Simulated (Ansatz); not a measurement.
CH4O3W, SMILES `[CH3][W](=[O])(=[O])[OH]` from Hartree–Fock to CCSD(T)

```xyz
9

C    -0.674   -0.772   -0.898
W     0.522    0.605    0.161
O     2.123    0.062   -0.044
O     0.309    2.092   -0.644
O    -0.048    0.669    1.952
H    -0.377   -0.804   -1.949
H    -0.561   -1.772   -0.472
H    -1.723   -0.468   -0.841
H     0.430    0.387    2.734
```

Charge 0, multiplicity 1. Correlated methods include outer-core shells of W, which these sets cover unevenly. W: def2 effective core potential. All single points use the PBE0-D4/def2-TZVP geometry. It is one conformer, not always the lowest. Frozen core, restricted reference, Ansatz.

```
     basis     HF (Eh)  MP2 corr.
  def2-SVP  -331.04147   -1.10913
def2-TZVPP  -331.41380   -1.41597
def2-QZVPP  -331.42719   -1.54226
```

Task: Estimate the CCSD correlation energy and the (T) correction in each basis where they were run (hartree).

Result: 
| basis | CCSD corr. | (T) |
| --- | --- | --- |
| def2-SVP | -1.06564 | -0.05012 |
| def2-TZVPP | -1.36158 | -0.07523 |
